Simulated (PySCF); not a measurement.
Input for PySCF: R-MP2/6-31G* on CH2O (SMILES C=O).

```python
from pyscf import gto, scf, dft, mp
from pyscf.data.elements import chemcore

mol = gto.M(
    atom='''
    C    -0.34968914    0.12540156    3.36633806
    O    -0.19206961   -1.02320141    3.04336780
    H    -0.47920000    0.41043387    4.42810066
    H    -0.37056322    0.93472701    2.61629838
    ''',
    basis='6-31g*',
    cart=True,
    charge=0, spin=0, verbose=3, max_memory=1800)
mf = scf.RHF(mol)
mf.conv_tol = 1e-8
mf.max_cycle = 100
mf.kernel()
if not mf.converged:
    mf = mf.newton().run(mf.mo_coeff, mf.mo_occ)
pt = mp.MP2(mf, frozen=chemcore(mol)).run()
```

Q: What total energy does the run end on?

A: -114.1671 hartree.
